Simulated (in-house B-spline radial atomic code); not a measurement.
Atomic self-consistent-field run: neutral holmium (an excited or competing configuration). Method: scalar-relativistic (X2C) OLYP, spin-polarised, spherical fractional occupations, Fermi nucleus of rms radius 5.2022 fm. Calculated with a B-spline radial code for spherical atoms.

Command:
```bash
python run_scf.py task.json out
```
Settings (nuclear radius in fm, mass in u):
```
Z                67
configuration    [Xe] 4f10 5d1 6s2
hamiltonian      x2c
method           optx,lyp
spin_polarised   True
nucleus          fermi
rms_radius       5.2022
atomic_mass      164.93033
speed_of_light   137.035999084
```

Output (hartree, bohr):
```
 radial grid: 77 intervals, B-splines of order 8, outer radius 50 bohr

 iter        energy (Eh)    residual
    1      -12618.626721    4.83e-01
    2      -12616.889890    3.80e-01
    3      -12619.149556    1.77e-01
    4      -12619.807282    1.30e-01
    5      -12552.364004    7.96e-01
    6      -12619.728552    9.89e-02
    7      -12620.105440    5.45e-02
    8      -12620.307435    9.87e-03
    9      -12620.310618    2.16e-03
   10      -12620.310754    3.78e-04
   11      -12620.310757    4.74e-05
   12      -12620.310757    4.56e-06
   13      -12620.310757    6.87e-07
   14      -12620.310757    1.55e-07

 total energy                    -12620.31076
 kinetic                           13892.3819
 electron-nucleus                 -31169.7509
 Hartree                            4935.8054
 exchange-correlation               -278.7471

 orbital      occ     eigenvalue          <r>       <r^2>       <1/r>       r_max
 1s up      1.000     -2033.6494    0.0199998 0.000555714     82.0912     0.01223
 1s down    1.000     -2033.6494    0.0199998 0.000555714     82.0912     0.01223
 2s up      1.000      -340.5816    0.0873908  0.00908443     19.0157     0.07448
 2s down    1.000      -340.5783    0.0873896  0.00908413      19.016     0.07448
 2p up      3.000      -302.4807    0.0775952  0.00736742     16.5518     0.06011
 2p down    3.000      -302.4784    0.0775939  0.00736713      16.552     0.06011
 3s up      1.000       -76.3633     0.229501   0.0603313     6.83716      0.2115
 3s down    1.000       -76.2935     0.229364   0.0602592     6.84236      0.2114
 3p up      3.000       -64.6628     0.228326   0.0605288     6.16573      0.2076
 3p down    3.000       -64.5931     0.228163   0.0604421     6.17057      0.2075
 3d up      5.000       -49.4954     0.207825   0.0507241      5.7867      0.1695
 3d down    5.000       -49.4417     0.207637   0.0506258     5.79093      0.1694
 4s up      1.000       -15.3565     0.518241    0.303432     2.83551       0.484
 4s down    1.000       -15.2125     0.518353     0.30355      2.8336       0.484
 4p up      3.000       -11.4831     0.548456    0.342434     2.54421       0.505
 4p down    3.000       -11.3413     0.548645    0.342675      2.5423       0.505
 4d up      5.000        -6.1746     0.593885    0.409388     2.23446      0.5224
 4d down    5.000        -6.0337     0.594597    0.410517     2.23142      0.5225
 5s up      1.000        -2.0300      1.25402     1.76983     1.07323       1.124
 5s down    1.000        -1.9523      1.26385     1.79751     1.06211       1.131
 5p up      3.000        -1.0995      1.47173     2.46396    0.891546       1.275
 5p down    3.000        -1.0373      1.48579      2.5117    0.880851       1.286
 4f up      7.000        -0.4095     0.783042    0.803596     1.67279      0.5178
 4f down    3.000        -0.2796     0.805387    0.865671     1.64718      0.5198
 5d up      1.000        -0.0856      2.75315     9.56555    0.492406        1.85
 6s up      1.000        -0.1555      3.80995     16.6123    0.331994       3.218
 6s down    1.000        -0.1355      4.02061     18.5663    0.313622       3.379
```

Cost of the run: 0.32 s on 1 thread of Arm Neoverse V1 (shared host).

One-electron X2C: radii and densities carry no picture-change correction, so inner-shell <1/r> comes out high (for 1s by about 2 % at Z = 33, 5 % at 54, 10 % at 75, 30 % at 118) and <r> low.
